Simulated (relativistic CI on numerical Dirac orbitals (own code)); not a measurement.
**Ni²⁺ in a cubic cluster: 1s photoemission with charge transfer**

Computed with a charge-transfer multiplet model of a cubic metal-ligand cluster with up to 2 ligand holes, Slater and spin-orbit integrals from Dirac-Coulomb-Breit ions, Slater integrals scaled by 0.9. The parameters are those of a tetrahedral site (10Dq negative, t2 hopping the larger). The ground state mixes d8 with configurations of k ligand holes L, whose averages lie at kΔ + k(k − 1)U_dd/2; a core hole lowers each added d electron by U_cd. 300 K, Lorentzian 1.1 eV and Gaussian 0.6 eV FWHM.

Atomic integrals in eV (Slater integrals scaled, ζ unscaled), ground: F2dd 10.953, F4dd 6.797, zeta_d 0.080; with the core hole: F2dd 12.512, F4dd 7.807, zeta_d 0.112, G2cd 0.073.

Cluster parameters (eV): U_dd = 8.1, U_cd = 9.6, 10Dq = -0.3, 10Dq(ligand) = 0, V(eg) = 0.88, V(t2g) = -1.49, final-state hopping factor = 1.

Weights, n_d and S are thermal averages at 300 K. Binding energies count from the first peak over 30 % of the highest in each spectrum, which can be another peak from case to case. The parameters are a model scan and need not match a compound or its usual spin state. Peaks in eV (height, largest 100): 0.0 (76), 5.0 (100).

(1) Which parameters give this spectrum?
A. Δ = 0.9 eV
B. Δ = 4.9 eV
C. Δ = 1.9 eV
D. Δ = 2.9 eV
E. Δ = 5.9 eV

## Answers

(1) B. Δ = 4.9 eV; the ground state then has 8.09 d electrons and S = 1.00. The choice follows from running the model for each set and comparing peak positions and heights.
